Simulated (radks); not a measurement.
The numbers below are computed, except where a source is named.
Initial-state core-level shifts of the dysprosium ion Dy3+ when its valence configuration changes from [Xe] 4f9. Code: a radial shooting solver on a logarithmic mesh with Libxc functionals. Model: Dirac Kohn-Sham, LDA (Slater exchange, Perdew-Wang correlation), spin-unpolarised, spherical densities, finite nucleus; open shells fill j = l - 1/2 first; Fermi nuclear charge, rms radius 5.2218 fm. Shifts are changes of the shell-averaged eigenvalues in eV (positive: less bound); the change of the density at the nucleus, which sets a Mossbauer isomer shift, is in e/bohr^3, on a base of 7.373e+05.

4f8 5d1: 3p -9.367; 3d -9.257; 5s -4.030; 5p -3.257; density at nucleus +38.15
4f7.5 5d1.5: 3p -14.461; 3d -14.290; 5s -6.066; 5p -4.891; density at nucleus +59.27
4f7.5 5d0.5 6s1: 3p -17.932; 3d -17.784; 5s -9.273; 5p -7.871; density at nucleus +139.85
4f8 6p1: 3p -13.721; 3d -13.635; 5s -8.141; 5p -7.105; density at nucleus +49.14
4f6.5 5d2.5: 3p -25.383; 3d -25.079; 5s -10.130; 5p -8.133; density at nucleus +105.23
4f8.5 5d0.5: 3p -4.540; 3d -4.487; 5s -2.003; 5p -1.623; density at nucleus +18.36
4f5.5 5d1.5 6s2: 3p -45.022; 3d -44.628; 5s -20.956; 5p -17.647; density at nucleus +343.99
4f8 6s1: 3p -12.747; 3d -12.660; 5s -7.195; 5p -6.197; density at nucleus +116.44
4f8.5 6p0.5: 3p -6.665; 3d -6.623; 5s -4.045; 5p -3.537; density at nucleus +23.48
